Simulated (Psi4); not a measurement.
germylsilane (H₆GeSi), singlet, at a GFN2-xTB geometry. Base run: HF/STO-3G run with Psi4.

Here is a job for Psi4.
```
memory 2 GB

molecule mol {
0 1
Si   -1.567041    0.166939    0.037590
Ge    0.749571   -0.079853   -0.017980
H    -2.146440   -0.688106    1.073906
H    -1.925321    1.555707    0.326932
H    -2.150726   -0.204709   -1.251576
H     1.245743   -1.412990   -0.497010
H     1.480930    0.886275   -0.903769
H     1.448124    0.081968    1.300636
}

set {
  basis sto-3g
  reference rhf
}

energy('scf')
print_variables()
```

Each row names what was changed in the base input (with any setting that the change needs).

```json
[
 {"change": "base", "ΔE vs base (mEh)": "0.000", "SCF cycles": "6", "basis functions": "33"},
 {"change": "guess = core", "ΔE vs base (mEh)": "0.000", "SCF cycles": "9", "basis functions": "33"},
 {"change": "level_shift = 1.0", "ΔE vs base (mEh)": "0.000", "SCF cycles": "7", "basis functions": "33"},
 {"change": "scf_type = dfdirj+link", "ΔE vs base (mEh)": "-1.965", "SCF cycles": "6", "basis functions": "33"},
 {"change": "guess = sap", "ΔE vs base (mEh)": "0.000", "SCF cycles": "6", "basis functions": "33"},
 {"change": "scf_type = cd", "ΔE vs base (mEh)": "1.637", "SCF cycles": "6", "basis functions": "33"},
 {"change": "cholesky_tolerance = 1e-6 (with scf_type cd)", "ΔE vs base (mEh)": "0.840", "SCF cycles": "6", "basis functions": "33"},
 {"change": "d_convergence = 1e-4", "ΔE vs base (mEh)": "0.000", "SCF cycles": "6", "basis functions": "33"},
 {"change": "scf_type = out_of_core", "ΔE vs base (mEh)": "0.810", "SCF cycles": "6", "basis functions": "33"},
 {"change": "e_convergence = 1e-10", "ΔE vs base (mEh)": "0.000", "SCF cycles": "8", "basis functions": "33"},
 {"change": "soscf = true", "ΔE vs base (mEh)": "0.000", "SCF cycles": "5", "basis functions": "33"},
 {"change": "ints_tolerance = 1e-8", "ΔE vs base (mEh)": "0.000", "SCF cycles": "6", "basis functions": "33"},
 {"change": "guess = gwh", "ΔE vs base (mEh)": "0.000", "SCF cycles": "7", "basis functions": "33"}
]
```
